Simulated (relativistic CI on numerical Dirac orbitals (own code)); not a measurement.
# What each ingredient does to the levels of Ba⁵⁵⁺

Base calculation: Dirac-Coulomb-Breit CI, separate exchange-only KLI orbitals for each configuration, model QED.

Configurations in the expansion: 1s, 2s, 2p, 3s, 3p, 3d, 4s, 4p, 4d, 4f, 5s, 5p, 5d, 5f, 5g, 6s, 6p, 6d. Levels of other configurations are missing.

Variants: (1) QED terms removed; (2) non-relativistic limit. Shifts of the energy above 1s 2S_1/2, in eV, for the lowest level and the first level of each name with at least 55 % of one term (blank where a level changes its place among those of its configuration and J or its character, or is not in the variant):

```
     Level     Base   Δ(1)     Δ(2)
 1s 2S_1/2      0.0    0.0      0.0
2p 2P°_1/2  33283.8  +48.9  -1284.8
 2s 2S_1/2  33292.1  +41.3  -1292.9
2p 2P°_3/2  33782.2  +48.2  -1783.2
3p 2P°_1/2  39605.5  +49.2  -1680.5
 3s 2S_1/2  39607.9  +46.9  -1682.9
 3d 2D_3/2  39753.3  +49.3  -1828.3
3p 2P°_3/2  39753.6  +49.0  -1828.6
 3d 2D_5/2  39798.7  +49.2  -1873.7
4p 2P°_1/2  41797.2  +49.3  -1798.1
 4s 2S_1/2  41798.2  +48.3  -1799.1
 4d 2D_3/2  41859.3  +49.3  -1860.2
4p 2P°_3/2  41859.5  +49.2  -1860.4
4f 2F°_5/2  41878.5  +49.3  -1879.4
```
